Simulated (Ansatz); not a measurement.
Input for Ansatz (development build ahead of 0.2.0):

```yaml
crystal:
  periodic: [false, false, false]
  atoms:
    - { symbol: Os, position_ang: [0.0, 0.0, 0.0] }
basis:
  gaussian: { orbitals: def2-SVP }
magnetization:
  spin_polarized: true
  initial_magnetization: 4
hamiltonian:
  xc: pbe0
output:
  forces: true
```

The input is written out in the form of the current development build from the run's settings. The basis set brings a core potential for Os, so the total leaves out those core electrons.

Results

| Quantity | Value |
| --- | --- |
| Converged | yes |
| Total energy | -90.54209 hartree |
| Spin squared of the determinant | 6.011 |
| Stability test | minimum |

Forces (eV/Å):
```tsv
atom	Fx	Fy	Fz
Os1	0.000	0.000	0.000
```
